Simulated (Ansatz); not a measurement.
Ligand exchange: Si(CH3)4 + BHF2 → Si(CH3)3F + BH(CH3)F

Species: Si(CH3)4, singlet; BHF2 `FBF`, singlet; Si(CH3)3F (trimethylsilyl fluoride), singlet; BH(CH3)F, singlet. The partners trade CH3 for F: Si–CH3 and B–F bonds give way to Si–F and B–CH3.

Shapes, held fixed at every level: PBE0-D4/def2-TZVP. Programs: Ansatz 0.2.0. Electronic energies: no zero-point or thermal term.

```tsv
level	kind	ΔE (kJ/mol)	less CCSD(T)/CBS estimate
PBE-D4/def2-TZVPP	GGA	0.0	+4.1
B3LYP-D4/def2-TZVPP	global hybrid	-4.3	-0.2
BHLYP-D4/def2-TZVPP	global hybrid	-6.6	-2.5
r2SCAN0-D4/def2-TZVPP	global hybrid	-4.5	-0.4
MP2/def2-SVP	perturbation theory	+19.4	+23.5
CCSD(T)/def2-TZVPP	coupled cluster or CI	+0.1	+4.2
CCSD/def2-TZVPP	coupled cluster or CI	-2.4	+1.7
CCSD(T)/CBS estimate	coupled cluster or CI	-4.1	0.0
```

The highest level, CCSD(T)/CBS estimate, gives ΔE = -4.1 kJ/mol; the levels span -6.6 to +19.4. They disagree on the sign: 2 of 8 are positive. The column of differences is taken from that level and isn't an error. No measured value is set beside it here. The CBS estimate extrapolates MP2 from def2-TZVPP and def2-QZVPP and adds CCSD(T) − MP2 in the triple-zeta set, cores frozen.
